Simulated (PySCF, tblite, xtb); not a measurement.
Dissociation curve of SiMg, lowest triplet found (which spin is the ground state isn't settled by this scan).

UKS-B3LYP/6-31G* = unrestricted B3LYP/6-31G*, spherical d (PySCF); GFN1-xTB (xtb); GFN2-xTB, 300 K electronic temperature (tblite).

Energies are in kcal/mol, each relative to the lowest point of its own curve between 2.09 and 3.18 Å, where full CI is lowest.

| R / Å | UKS-B3LYP/6-31G* | GFN1-xTB | GFN2-xTB |
|---|---|---|---|
| 1.81 | 80.7 | ? | ? |
| 1.95 | 44.2 | 57.7 | 70.5 |
| 2.09 | 21.9 | 21.0 | 24.9 |
| 2.19 | 12.0 | 8.5 | 10.2 |
| 2.29 | 5.7 | 2.5 | 3.1 |
| 2.38 | 2.4 | 0.3 | 0.5 |
| 2.45 | 0.9 | 0.0 | 0.0 |
| 2.54 | 0.0 | 0.7 | 0.7 |
| 2.61 | 0.0 | 1.7 | 1.8 |
| 2.75 | 1.0 | 4.7 | 5.3 |
| 2.83 | 2.0 | 6.7 | ? |
| 3.00 | 4.6 | 11.2 | 13.2 |
| 3.18 | 7.5 | 15.5 | 19.2 |
| 3.37 | 10.3 | 18.9 | 25.6 |
| 3.67 | 13.9 | 22.1 | 34.6 |
| 4.04 | 16.8 | ? | 42.9 |
| 4.48 | 18.8 | 27.9 | ? |
| 4.97 | ? | 30.0 | 54.6 |
| 5.55 | 20.3 | 31.3 | 58.6 |
| 6.30 | 20.5 | 31.9 | 59.1 |
| 7.38 | 20.5 | 32.1 | 61.6 |
| 8.55 | 20.5 | 32.2 | 61.7 |

Problem. Fill in the missing entries.

Solution. 
- 1.81, GFN1-xTB: 137.8
- 1.81, GFN2-xTB: 176.4
- 2.83, GFN2-xTB: 7.7
- 4.04, GFN1-xTB: 25.1
- 4.48, GFN2-xTB: 50.3
- 4.97, UKS-B3LYP/6-31G*: 19.8
